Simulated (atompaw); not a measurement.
# Scattering properties, PAW (atompaw) potential for Te (Z = 52)

tellurium, PAW, made with atompaw 4.2.0.5 (PBE, scalar-relativistic). Core [Kr], reference 4d10 5s2 5p4. Waves: 5s (bound): rc 1.90 bohr; 5s channel at -0.5 Ry: rc 1.90 bohr; 5p (bound): rc 1.85 bohr; 5p channel at 2.55 Ry: rc 1.85 bohr; 4d (bound): rc 1.90 bohr; 4d channel at -2.75 Ry: rc 1.90 bohr. Local part: troulliermartins scheme with l = 3 at 0 Ry, radius 1.55 bohr. Core correction: smooth core density matched at 1.35 bohr. Augmentation charge: sinc compensation charge, radius 1.75 bohr; PAW radius 1.90 bohr; waves and projectors: custom rrkj vanderbiltortho.

The phase is arctan(r·u′/u) with u = r·R(r), unwrapped; energies in Ry, scanned from -5 to 5 Ry. A pole is an energy at which the radial function vanishes at the test radius. The pseudo phase is shifted by a multiple of π to meet the all-electron one at the reference energy, and phase errors are pseudo minus all-electron; the curves can meet again beyond the range given. Levels narrower than the energy grid can be missing from the lists of poles.

```
channel  radius (bohr)  reference energy (Ry)  poles, all-electron  poles, pseudo  unbroken range about the reference energy with phases within 0.05 rad  phase error 1 Ry above the reference energy (rad)
      s           1.91                  -1.11                 3.22           3.18                                                        the whole range                                             -0.000
      p           1.91                  -0.44                 none           none                                                        the whole range                                             -0.000
      d           1.91                  -3.06                -2.75   -3.96, -2.75                                                            -3.7 to 0.1                                             +0.002
```

Note: ghost states, extra bound levels that the all-electron valence spectrum of the same l lacks: s at -456.0 eV, p at -103.1 eV, d at -54.1 eV. A true bound ghost makes a file unfit for plane-wave use.

Phases in the p channel:

```json
{"E (Ry)": "-5.00", "all-electron": "1.309", "pseudo": "1.308"}
{"E (Ry)": "-4.52", "all-electron": "1.290", "pseudo": "1.289"}
{"E (Ry)": "-4.04", "all-electron": "1.268", "pseudo": "1.266"}
{"E (Ry)": "-3.56", "all-electron": "1.240", "pseudo": "1.239"}
{"E (Ry)": "-3.08", "all-electron": "1.206", "pseudo": "1.205"}
{"E (Ry)": "-2.60", "all-electron": "1.161", "pseudo": "1.160"}
{"E (Ry)": "-2.12", "all-electron": "1.100", "pseudo": "1.099"}
{"E (Ry)": "-1.64", "all-electron": "1.013", "pseudo": "1.012"}
{"E (Ry)": "-1.16", "all-electron": "0.878", "pseudo": "0.878"}
{"E (Ry)": "-0.68", "all-electron": "0.656", "pseudo": "0.656"}
{"E (Ry)": "-0.20", "all-electron": "0.275", "pseudo": "0.275"}
{"E (Ry)": "0.28", "all-electron": "-0.264", "pseudo": "-0.264"}
{"E (Ry)": "0.76", "all-electron": "-0.737", "pseudo": "-0.738"}
{"E (Ry)": "1.24", "all-electron": "-1.029", "pseudo": "-1.029"}
{"E (Ry)": "1.72", "all-electron": "-1.200", "pseudo": "-1.200"}
{"E (Ry)": "2.20", "all-electron": "-1.308", "pseudo": "-1.308"}
{"E (Ry)": "2.68", "all-electron": "-1.382", "pseudo": "-1.382"}
{"E (Ry)": "3.16", "all-electron": "-1.435", "pseudo": "-1.435"}
{"E (Ry)": "3.64", "all-electron": "-1.477", "pseudo": "-1.477"}
{"E (Ry)": "4.12", "all-electron": "-1.510", "pseudo": "-1.510"}
{"E (Ry)": "4.60", "all-electron": "-1.537", "pseudo": "-1.538"}
```
